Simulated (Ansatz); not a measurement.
Computed with Ansatz on PBE0-D4/def2-TZVP structures; ΔE is electronic, products minus reactants. CCSD(T)/CBS is the MP2 limit (def2-TZVPP, def2-QZVPP) plus CCSD(T) − MP2 in def2-TZVPP, frozen cores. This one scheme is used for every species. Double bonds are as drawn, so ΔE can hold a change between cis and trans. DFT in def2-TZVPP. For Br outer-core shells are correlated without core-valence functions, which leaves a few kJ/mol of doubt a bond. Scalar relativity is left out up to krypton. Each species was taken in one conformer, which may not be the lowest.

Reaction (substitution at a C–C bond): `C/C=C/CO` + HBr → `OC/C=C/Br` + CH₄

`C/C=C/CO`:

```xyz
13

C    -1.421    1.053   -1.191
C    -0.166    0.425   -0.695
C     0.052    0.022    0.552
C     1.320   -0.609    1.015
O     1.114   -1.911    1.536
H    -1.848    0.478   -2.019
H    -2.171    1.127   -0.401
H    -1.230    2.060   -1.577
H     0.635    0.301   -1.423
H    -0.732    0.126    1.301
H     2.052   -0.620    0.194
H     1.758   -0.037    1.837
H     0.638   -2.415    0.871
```

HBr:

```xyz
2

Br   -0.099   -0.693    0.121
H     0.099    0.693   -0.121
```

`OC/C=C/Br`:

Cartesian coordinates in Å:
```
O -1.555 -0.625 -1.151
C -0.537 -0.900 -0.211
C 0.545 0.129 -0.240
C 0.868 0.843 0.825
Br 2.214 2.154 0.833
H -1.899 0.253 -0.968
H -0.133 -1.875 -0.494
H -0.941 -0.994 0.807
H 1.050 0.288 -1.189
H 0.388 0.727 1.789
```

CH₄:

Cartesian coordinates in Å:
```
C 0.000 0.000 0.000
H -1.052 -0.200 0.201
H 0.614 -0.749 0.498
H 0.260 0.990 0.374
H 0.178 -0.040 -1.074
```

```json
{"level": "r2SCAN-D4", "ΔE (kcal/mol)": "2.5"}
{"level": "PBE", "ΔE (kcal/mol)": "2.2"}
{"level": "HF/def2-SVP", "ΔE (kcal/mol)": "7.5"}
{"level": "SCS-MP2/def2-TZVPP", "ΔE (kcal/mol)": "2.6"}
```

Question: What does CCSD(T)/CBS give? (Best estimate.)

Answer: Ansatz gave: +3.5 kcal/mol. The listed levels differ from it by -1.0, -1.3, 4.0, -0.9 kcal/mol.

Largest T1 diagnostic among the species: 0.010.

From PBE to PBE0 (25 % exact exchange), in def2-TZVPP and without D4, ΔE moves by +1.3 kcal/mol. In def2-TZVPP, CCSD(T) changes the Hartree–Fock value by −1.8 kcal/mol (the triples alone add −0.6 kcal/mol) and MP2 by −2.8 kcal/mol. Leaving LDA and LC-ωPBE aside and taking each functional with its dispersion term where it has one, the values, not all of them listed here, spread over 2.4 kcal/mol, from BLYP-D4 to CAM-B3LYP-D4. LDA lies +2.1 kcal/mol from PBE without D4.

CCSD(T)/CBS has its own doubt, a few kJ/mol and more with outer-core shells, so smaller differences from it don't rank the levels.
